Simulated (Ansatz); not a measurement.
Stepwise reaction of `ClB(Cl)Br` with ammonia, as a gas-phase model of exchange steps in deposition or etching. ΔE in kJ/mol; ΔG adds harmonic PBE0-D4 terms to CCSD(T)/CBS, at 1 bar.

Computed with Ansatz on PBE0-D4/def2-TZVP structures; ΔE is electronic, products minus reactants. CCSD(T)/CBS adds triple-zeta CCSD(T) − MP2 to the extrapolated MP2 energy (def2 sets, frozen cores). This one scheme is used for every species. Functionals use def2-TZVPP. B3LYP here is the variant with VWN-RPA as its local correlation; programs differ in this. For Br outer-core shells are correlated without core-valence functions, which leaves a few kJ/mol of doubt a bond. Scalar relativity is left out up to krypton. Each species was taken in one conformer, which may not be the lowest.

```
step                              reaction  PBE-D4  B3LYP-D4  ωB97M-V  CCSD(T)/CBS  ΔG(400 K)
   1  `ClB(Cl)Br` + NH₃ → `NB(Cl)Br` + HCl   -45.2     -52.9    -53.1        -50.5      -52.8
   2    `NB(Cl)Br` + NH₃ → `NB(N)Br` + HCl    -7.0     -13.3    -12.8        -10.6      -12.9
```

Problem. By hand: ΔE of the 2 steps together at CCSD(T)/CBS.

Solution. (-50.5) + (-10.6) = -61.1 kJ/mol, or -30.6 kJ/mol a step.

In ΔE each step is higher than the one before. All are downhill at CCSD(T)/CBS. ΔG lies between -52.8 and -12.9 kJ/mol a step. PBE-D4 differs from CCSD(T)/CBS by 3.6 to 5.3 kJ/mol a step. Isolated molecules leave out the surface, adducts and barriers. Largest T1 diagnostic: 0.010.
